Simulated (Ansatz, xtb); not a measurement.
# As4: 3 structures ranked

3 gas-phase structures of As4, found in a search over its isomers (lower ones may exist). Each was relaxed with GFN2-xTB:

A. a singlet given by its coordinates
B. a singlet given by its coordinates
C. `[As]1=[As][As]=[As]1`, a singlet

B (Å):

```yaml
atoms:
  - { symbol: As, position_ang: [0.4491, 0.2489, 0.5104] }
  - { symbol: As, position_ang: [-1.0571, 0.9047, -1.2203] }
  - { symbol: As, position_ang: [-0.1521, -1.3030, -1.1995] }
  - { symbol: As, position_ang: [-1.7575, -0.6563, 0.4430] }
```

Close contacts (Å): As1–As2 2.39, As1–As3 2.39, As1–As4 2.39, As2–As3 2.39, As2–As4 2.39, As3–As4 2.39.

A (Å):

```yaml
atoms:
  - { symbol: As, position_ang: [0.7231, 1.0765, 0.7117] }
  - { symbol: As, position_ang: [0.5855, -0.6264, -1.1757] }
  - { symbol: As, position_ang: [-1.1443, 0.8746, -0.6866] }
  - { symbol: As, position_ang: [1.4232, -1.1456, 0.9485] }
```

Close contacts (Å): As1–As2 2.55, As1–As3 2.34, As1–As4 2.34, As2–As3 2.34, As2–As4 2.34.

Problem. Estimate their order in r2SCAN-D4/def2-SVP//GFN2-xTB energy at these geometries, lowest first.

Solution. Calculated order at r2SCAN-D4/def2-SVP//GFN2-xTB: B (0.0), A (195.1), C (227.9) kJ/mol.

Energies above the lowest of each column, in kJ/mol; the last columns are at r2SCAN-D4/def2-SVP geometries:

```
structure  GFN2-xTB  HF/STO-3G  r2SCAN-D4/def2-SVP//GFN2-xTB  r2SCAN-D4/def2-SVP  CCSD(T)/def2-SVP + ΔMP2/def2-TZVPP
        B       0.0        0.0                           0.0                 0.0                                 0.0
        A     141.4      309.1                         195.1               199.6                               203.7
        C     174.3      310.2                         227.9               234.5                               226.1
```

Every level run on B puts it lowest or level with the lowest. The ΔMP2 step shifts differences by up to 40.3 kJ/mol, which makes them less sure. ΔMP2 is the change of the MP2 energy from the smaller to the larger basis.

Programs: Ansatz 0.2.0, xtb 6.7.1.
